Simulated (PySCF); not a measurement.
A GIAO shielding run with PySCF 2.14.0 with density-fitted response routines (density fitting, non-relativistic, gas phase) on `C=CC[SiH2]C[SiH2]C#C[SiH3]`, C₆H₁₄Si₃:

```
$ OMP_NUM_THREADS=1 python probes_run.py task.json out

{"job": {"kind": "nmr", "xc": "PBE0", "basis": "pcSseg-1"}, "charge": 0, "multiplicity": 1}
C     -3.117330     1.905580     0.517753
C     -2.093853     1.368899    -0.122688
C     -1.143427     0.389159     0.459796
Si    -1.476491    -1.367792    -0.208546
C     -0.069547    -2.529729     0.329288
Si     1.595067    -2.319754    -0.572248
C      2.196972    -0.585066    -0.333824
C      2.558353     0.559819    -0.171482
Si     3.045214     2.325312     0.083064
H     -3.790582     2.600239     0.044990
H     -3.321844     1.672550     1.550039
H     -1.916670     1.619760    -1.160690
H     -0.121319     0.674703     0.208842
H     -1.231887     0.386969     1.546816
H     -1.570295    -1.345134    -1.674585
H     -2.759297    -1.845461     0.332147
H      0.093552    -2.421259     1.402184
H     -0.402485    -3.556858     0.179519
H      2.601023    -3.232624    -0.007288
H      1.434638    -2.561666    -2.012175
H      1.957323     2.991710     0.805248
H      4.283296     2.358605     0.865258
H      3.244838     2.939025    -1.232529
```

Hardware: 1 thread of an Arm Neoverse N1, shared host. The job also computes population analyses, field gradients.

(1) How large is the calculation?

(2) How long does it take, and how much memory does it need?

Results:

(1) 92 electrons, 244 basis functions and 1333 auxiliary functions.

(2) 110 s of wall time, with 14 SCF cycles and 5 response iterations; peak memory 1.2 GiB. Times on a shared host scatter by some tens of per cent.
